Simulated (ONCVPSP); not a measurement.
**PBEsol ONCV dataset for Ca, fully relativistic all-electron reference.**

| Quantity | Value |
| --- | --- |
| Element | Ca (Z = 20) |
| Generator | ONCVPSP 4.0.1 |
| Type | optimised norm-conserving Vanderbilt (ONCV) |
| Functional | PBEsol |
| Relativity | fully relativistic |
| Frozen core | [Ne] |
| Valence charge | 10 |
| Reference configuration | 3s2 3p6 4s1 (charge +1) |
| Partial waves | 3s+4s: rc 1.85 bohr, ncon 3, nbas 7, qcut 4.9 1/bohr, 2 projectors; 3p: rc 1.95 bohr, ncon 4, nbas 9, qcut 8.9 1/bohr, 2 projectors, debl 0.6 Ha; d scattering state at 0.05 Ha: rc 1.55 bohr, ncon 3, nbas 7, qcut 6.6 1/bohr, 2 projectors, debl 0.6 Ha |
| Local potential | polynomial inside 1.40 bohr (lpopt 5, dvloc0 0 Ha) |
| Core correction | Teter function, fcfact 4.25, rcfact 1.4 |

Open shells are filled in proportion to 2j + 1.

In the p channel the program set the typed energies aside and used -1.275, 0.250 Ha (j = l + 1/2; the other j can differ).

All-electron outer shells of the reference configuration (PBEsol, scalar-relativistic, ld1.x):

```
shell  level (eV)  outermost node (bohr)  outermost maximum (bohr)
   3s      -53.87                   0.45                      0.99
   3p      -34.83                   0.42                      1.04
   4s       -8.94                   1.42                      3.17
```

Calculated quality:

* Cutoffs needed: 16 Ha and 21 Ha (the cutoffs (Ha) at which the residual kinetic energy of the hardest occupied pseudo-wave falls to 1 and 0.1 mHa per electron)
* Ghost test: no bound ghost flagged; no localised positive-energy state flagged
* Largest excitation error: -1.0 meV (all-electron minus pseudo) for 3s2 3p6 4s0, out of 4 test configurations
* rms error of d²Exc/dni dnj: 8.15 mHa without and 4.77 mHa with the model core

Generation and tests took about 5.4 s on one core of a shared server CPU.
